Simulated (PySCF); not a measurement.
# How methods differ on the ionisation energy of B⁺

B⁺ [He] 2s2 (1S) → B²⁺ [He] 2s1 (2S), as a difference of total energies. All numbers are calculated (PySCF 2.14, no relativity, point nucleus, in aug-cc-pVDZ). Correlated levels: valence: 1s2 frozen. The calculations carry no spin-orbit coupling.

**Question.** Order these methods by the ionisation energy they give, lowest first.
A. MP2 (valence)
B. M06-2X
C. r2SCAN
D. SCS-MP2 (valence)

**Answer.** C (24.302 eV), A (24.381 eV), D (24.559 eV), B (24.814 eV).

Errors of the correlated levels include the incompleteness of this basis and the frozen core.

With two correlated electrons CCSD is exact in that space.

The coupled-cluster amplitudes are large for B⁺ (T1 above 0.03 or a double amplitude above 0.15), so a single reference is strained.

For comparison: 25.155 eV (measured; NIST Atomic Spectra Database, ionization energies).
